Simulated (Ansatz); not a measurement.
Cartesian coordinates in Å:
```
F 2.002 0.047 2.121
Al 0.500 0.263 1.498
S -1.037 0.985 2.832
O 0.193 -0.069 -0.105
Si 0.100 -0.458 -1.684
H -1.958 0.964 1.853
H 0.775 0.583 -2.500
H 0.752 -1.771 -1.926
H -1.328 -0.543 -2.090
```

Charge 0, multiplicity 1.

Problem. List the CAM-B3LYP/def2-TZVPP orbital energies in eV (Ansatz). (Best estimate.)

Solution. Ansatz gave: Occupied: -2419.97, -1801.56, -1527.50, -672.90, -522.61, -218.03, -162.60, -162.51, -162.43, -146.04, -115.49, -101.41, -101.35, -101.35, -76.22, -76.07, -76.06, -33.63, -29.08, -22.19, -17.54, -14.97, -14.08, -13.62, -13.49, -13.05, -12.81, -12.63, -10.98, -10.61, -10.42, -9.39. Lowest empty: -0.05, 0.82, 1.41, 1.63, 2.50, 2.58, 2.64, 2.78.
